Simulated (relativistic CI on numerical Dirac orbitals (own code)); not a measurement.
# Cu²⁺: resonant inelastic scattering at the M2,3 edge

Computed with this model: Dirac-Coulomb-Breit CI, separate exchange-only KLI orbitals for each configuration, QED by a radiative potential, valence Slater integrals scaled by 0.7, Kramers-Heisenberg scattering through one core-hole configuration in a parametric crystal field; configurations [Ar] 3d9 → [Ne] 3s2 3p5 3d10; 10 K; core-hole width 0.8 eV; summed over polarisations. Incident energies are the highest absorption maxima for each field (at most a few, so the weaker spin-orbit partner edge can be absent), on the computed scale of the free ion. Intensities are in per cent of the strongest line above 0.02 eV; levels within 1 cm⁻¹ are merged; final levels count from the ground level, the first row holds all elastic scattering, lines under 0.4 are left out and each table stops after 24 rows. The scale of the Slater integrals is a model choice and moves the terms in proportion.

Field parameters in Wybourne normalisation: Oh B⁴₀ = 21Dq, B⁴₄ = √(5/14) B⁴₀. The field is a parameter set, without covalency.

S is read from ⟨S²⟩ = S(S + 1).

Oh, 10Dq = 3250 cm⁻¹:

```
Final level (eV)  Degeneracy  Irrep     S  76 eV
           0.000           4     Γ8  0.50  169.9
           0.335           2     Γ7  0.50  100.0
           0.511           4     Γ8  0.50   64.8
```

Oh, 10Dq = 7350 cm⁻¹:

```tsv
Final level (eV)	Degeneracy	Irrep	S	76.3 eV	78.8 eV
0.000	4	Γ8	0.50	153.3	31.9
0.828	2	Γ7	0.50	100.0	2.5
0.990	4	Γ8	0.50	82.4	72.8
```

For the first field the strongest loss at the lowest incident energy is the level at 0.33 eV (S = 0.50, against 0.50 in the thermal ground state).
